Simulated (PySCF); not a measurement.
**How methods differ on the excitation energy of C**

C [He] 2s2 2p2 (3P) → C [He] 2s2 2p1 3s1 (3P), as a difference of total energies. Calculation: PySCF 2.14, in aug-cc-pVTZ with one added diffuse shell each of s, p, d, f type (6s5p4d3f, 62 functions); no relativity, point nucleus. Correlated levels: valence: 1s2 frozen. The calculations carry no spin-orbit coupling.

```json
{"method": "UHF", "excitation energy (eV)": "7.254"}
{"method": "LDA", "excitation energy (eV)": "7.815"}
{"method": "PBE", "excitation energy (eV)": "7.663"}
{"method": "PBE0", "excitation energy (eV)": "7.681"}
{"method": "r2SCAN", "excitation energy (eV)": "7.954"}
{"method": "BLYP", "excitation energy (eV)": "7.642"}
{"method": "wB97M-V", "excitation energy (eV)": "7.600"}
{"method": "B3LYP", "excitation energy (eV)": "7.696"}
{"method": "TPSSh", "excitation energy (eV)": "7.706"}
{"method": "MP2 (valence)", "excitation energy (eV)": "7.575"}
{"method": "SCS-MP2 (valence)", "excitation energy (eV)": "7.469"}
```

Errors of the correlated levels include the incompleteness of this basis and the frozen core.

Which method comes closest to the reference value, and which is furthest?

The reference is 7.482 eV (measured; NIST levels, between the centres of gravity of the two terms). Closest: SCS-MP2 (valence) (error -0.013 eV); furthest: r2SCAN (error 0.472 eV).
